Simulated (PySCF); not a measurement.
LiBi⁺: from constants to spectrum

UHF-CCSD(T) constants of LiBi⁺, ⁴Σ⁻ (quartet), unpaired electrons σ ↑, π ↑↑ (PySCF, scalar-relativistic core potentials, basis sets Li aug-cc-pVDZ, Bi aug-cc-pVDZ-PP with ECP60; masses 7.0160 and 208.9804 u):

| Item | Value |
| --- | --- |
| ωe | 211.0 cm⁻¹ |
| ωexe | 2.46 cm⁻¹ |
| Be | 0.26879 cm⁻¹ |
| αe | 0.00426 cm⁻¹ |
| D (centrifugal) | 1.74e-06 cm⁻¹ |

Question: Give the vibrational terms G(v) and spacings up to v = 6.

Answer: G(v) = ωe(v+½) − ωexe(v+½)².

| v | G(v) (cm⁻¹) | G(v) − G(v−1) | Bv (cm⁻¹) |
| --- | --- | --- | --- |
| 0 | 104.9 |  | 0.2667 |
| 1 | 311.0 | 206.1 | 0.2624 |
| 2 | 512.1 | 201.2 | 0.2581 |
| 3 | 708.4 | 196.2 | 0.2539 |
| 4 | 899.7 | 191.3 | 0.2496 |
| 5 | 1086.1 | 186.4 | 0.2454 |
| 6 | 1267.6 | 181.5 | 0.2411 |

Correlated steps freeze 4 core orbitals. These are scalar-relativistic numbers at best; spin–orbit coupling would shift them, the dissociation energy most. The state is the lowest determinant that a PBE0 search found; another state may lie lower at other levels.
